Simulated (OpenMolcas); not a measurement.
## Computed levels of Er III

| Item | Value |
| --- | --- |
| Program | OpenMolcas |
| Method | CASSCF |
| Basis | ANO-RCC-VQZP [9s8p6d4f3g2h] |
| Scalar Hamiltonian | DKH2, point nucleus |
| Active space | 12 electrons in 7 orbitals (4f) |
| State averaging | 2S+1 = 3 even, 21 roots; 2S+1 = 1 even, 28 roots (27 in the spin-orbit step) |
| Spin-orbit coupling | RASSI with atomic mean-field integrals over the reference wave functions, term energies averaged over their components |

Spin-free terms above the lowest, with the occupations of the reference:

```
Configuration  Term  E (cm⁻¹)  Occupations
         4f¹²    ³H       0.0     4f 12.00
         4f¹²    ³F      7372     4f 12.00
         4f¹²    ¹G      8339     4f 12.00
         4f¹²    ¹D     25920     4f 12.00
         4f¹²    ¹I     31419     4f 12.00
         4f¹²    ³P     34403     4f 12.00
```

With spin-orbit coupling, above the lowest level:

```csv
Configuration,Term,J,E (cm⁻¹),Measured (cm⁻¹),g,Term weight %,Second
4f¹²,³H,6,0.0,0.0,1.166,99,
4f¹²,³F,4,6271,,1.100,51,35 ¹G
4f¹²,³H,5,7072,6970,1.033,100,
4f¹²,³H,4,11554,10785,0.969,60,35 ³F
4f¹²,³F,3,14444,12473,1.084,100,
4f¹²,³F,2,15792,13220,0.711,87,12 ¹D
4f¹²,¹G,4,19102,18384,0.981,60,26 ³H
4f¹²,¹D,2,31237,,1.083,65,24 ³P
4f¹²,¹I,6,37557,,1.001,99,
4f¹²,³P,1,41475,,1.501,100,
4f¹²,³P,2,41882,,1.374,75,23 ¹D
4f¹²,³P,0,42619,,,100,
```

Against the 5 measured excited levels shown (Martin, Zalubas and Hagan, Atomic Energy Levels: The Rare-Earth Elements, NSRDS-NBS 60 (1978); the list in Deprince et al., Eur. Phys. J. D 78, 105 (2024)) the mean absolute deviation is 1200 cm-1; the largest miss in energy is 4f¹² ³F₂: computed 15792, measured 13220 cm⁻¹ (+19.5 %).

Spin-orbit coupling puts the lowest level 5929 cm⁻¹ below the lowest spin-free term.

Some high roots are left out of the spin-orbit mixing, which shifts the levels that they would mix with. Without dynamic correlation excited terms often stand tens of per cent too high (terms of higher spin than the ground term too low), and those without a measured partner can miss by more than the paired ones. Measured partners are found by configuration, term and J. A level has none where our copy of the source lacks it or the pairing is in doubt (some pairs that miss far off the trend of their configuration count as doubtful), and it then counts in no deviation. Only configurations of the active space appear. The first state left out of the spin-orbit step lies near 76000 cm-1 above the lowest spin-free state of the reference (among the parities and spins computed), and the list stops at four fifths of that energy or lower.

The RASSCF and RASSI steps took 2.9 min on 1 thread of Arm Neoverse V1 (shared host); the integral step is not counted.

The term weight is that of the spin-free term in the level, not the purity of its configuration.
